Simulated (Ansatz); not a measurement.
AlGe₂₅H₃₄⁻, a doped nanocrystal cut from the lattice of germanium (Al on a surface site). The state is a triplet with charge -1. Geometry r2SCAN-D4/def2-SVP, that of the charge -1 singlet; atoms count from 1.

Cartesian coordinates in Å:
```
Ge -1.439 -4.246 -1.858
Ge 1.474 -1.737 -3.962
Ge -1.553 -4.048 1.918
Ge 0.936 -1.193 4.057
Al 4.029 0.681 -1.978
Ge 3.500 0.910 2.029
Ge 1.165 -1.650 -0.036
Ge -1.769 -0.203 -2.295
Ge -2.029 0.018 1.719
Ge 0.570 2.285 -0.312
Ge 0.822 2.192 -4.153
Ge 0.319 2.642 3.699
Ge -3.047 3.877 0.952
Ge 0.000 -3.800 0.059
Ge 2.760 -1.487 -1.897
Ge -2.871 -2.368 -2.438
Ge -0.223 -0.003 -4.168
Ge 2.349 -1.247 2.071
Ge -3.078 -2.158 2.054
Ge -0.802 0.488 3.774
Ge 5.142 1.032 0.228
Ge 2.197 2.397 -2.148
Ge 1.795 2.641 1.769
Ge -0.531 0.098 -0.212
Ge -3.832 1.620 1.393
Ge -1.175 3.964 -0.599
H -2.355 -5.439 -1.486
H -0.630 -4.683 -3.094
H 2.437 -1.570 -5.166
H 0.797 -3.116 -4.157
H -2.397 -5.326 1.691
H -0.834 -4.231 3.268
H 1.814 -0.777 5.263
H 0.309 -2.555 4.423
H 5.010 0.739 -3.255
H 4.085 1.090 3.459
H -2.872 0.883 -2.393
H 1.683 2.302 -5.437
H -0.285 3.266 -4.284
H 1.126 2.813 5.008
H -0.711 3.792 3.656
H -2.658 4.524 2.297
H -4.229 4.708 0.397
H 1.027 -4.958 0.149
H 3.559 -2.818 -1.783
H -3.382 -2.575 -3.884
H -4.117 -2.412 -1.527
H -1.046 -0.226 -5.465
H 3.396 -2.374 2.273
H -3.772 -2.154 3.437
H -4.196 -2.363 1.008
H -1.800 0.426 4.959
H 6.220 0.000 0.663
H 5.827 2.408 0.461
H 2.607 3.899 -2.116
H 2.485 4.027 1.684
H -4.689 1.151 0.196
H -4.768 1.633 2.625
H -1.780 3.823 -2.012
H -0.568 5.385 -0.523
```

Single mean-field runs in def2-SVP are fitted with def2-universal-jkfit. The highest occupied level of the charge -1 triplet lies above zero (up to 0.01 eV). By energy differences its removal costs 0.85 eV (vertical, to the charge 0 doublet, at PBE0-D4/def2-SVP); self-interaction error and the lack of diffuse functions both raise the level. At PBE0-D4/def2-SVP a singlet of charge -1 lies 4.08 eV below the triplet at the same geometry.

**Question.** Estimate the Mulliken populations of the heavy atoms from the PBE0/def2-SVP orbitals of Ansatz.

**Answer.** 
| atom | charge (e) | spin (α − β) |
| --- | --- | --- |
| Ge1 | 0.05 | 0.00 |
| Ge2 | 0.08 | 0.00 |
| Ge3 | 0.07 | 0.11 |
| Ge4 | 0.10 | 0.01 |
| Al5 | 0.24 | 0.22 |
| Ge6 | 0.01 | 0.01 |
| Ge7 | -0.04 | 0.22 |
| Ge8 | 0.02 | 0.00 |
| Ge9 | -0.14 | 0.05 |
| Ge10 | -0.14 | 0.03 |
| Ge11 | 0.12 | 0.00 |
| Ge12 | 0.11 | 0.00 |
| Ge13 | 0.08 | 0.00 |
| Ge14 | 0.00 | 0.28 |
| Ge15 | -0.10 | 0.72 |
| Ge16 | 0.09 | 0.00 |
| Ge17 | 0.00 | 0.01 |
| Ge18 | 0.00 | 0.06 |
| Ge19 | 0.11 | -0.01 |
| Ge20 | 0.01 | -0.01 |
| Ge21 | 0.00 | 0.01 |
| Ge22 | -0.10 | -0.01 |
| Ge23 | 0.03 | 0.00 |
| Ge24 | -0.19 | 0.06 |
| Ge25 | 0.12 | 0.01 |
| Ge26 | 0.12 | 0.01 |
Mulliken values and Mayer orders depend strongly on the basis.

**Question.** Where does the spin sit?

**Answer.** Summed by element: Ge 1.57, Al 0.22, H 0.21, of 2 unpaired in all. Largest on single atoms: Ge15 0.72, Ge14 0.28, Ge7 0.22.

**Question.** And the Mayer bond orders between bonded heavy atoms (over 0.3)?

**Answer.** Ge1–Ge14 0.93 (2.44 Å); Ge1–Ge16 0.94 (2.43 Å); Ge2–Ge15 0.93 (2.44 Å); Ge2–Ge17 0.93 (2.44 Å); Ge3–Ge14 0.88 (2.44 Å); Ge3–Ge19 0.94 (2.43 Å); Ge4–Ge18 0.93 (2.44 Å); Ge4–Ge20 0.94 (2.43 Å); Al5–Ge15 0.63 (2.51 Å); Al5–Ge21 0.83 (2.50 Å); Al5–Ge22 0.76 (2.52 Å); Ge6–Ge18 0.93 (2.45 Å); Ge6–Ge21 0.92 (2.44 Å); Ge6–Ge23 0.93 (2.44 Å); Ge7–Ge14 0.60 (2.45 Å); Ge7–Ge15 0.59 (2.46 Å); Ge7–Ge18 0.88 (2.45 Å); Ge7–Ge24 0.91 (2.44 Å); Ge8–Ge16 0.92 (2.43 Å); Ge8–Ge17 0.92 (2.44 Å); Ge8–Ge24 0.90 (2.44 Å); Ge9–Ge19 0.90 (2.44 Å); Ge9–Ge20 0.92 (2.44 Å); Ge9–Ge24 0.90 (2.45 Å); Ge9–Ge25 0.90 (2.43 Å); Ge10–Ge22 0.91 (2.46 Å); Ge10–Ge23 0.92 (2.44 Å); Ge10–Ge24 0.92 (2.45 Å); Ge10–Ge26 0.88 (2.44 Å); Ge11–Ge17 0.94 (2.43 Å); Ge11–Ge22 0.93 (2.44 Å); Ge12–Ge20 0.94 (2.43 Å); Ge12–Ge23 0.93 (2.43 Å); Ge13–Ge25 0.94 (2.43 Å); Ge13–Ge26 0.94 (2.43 Å).
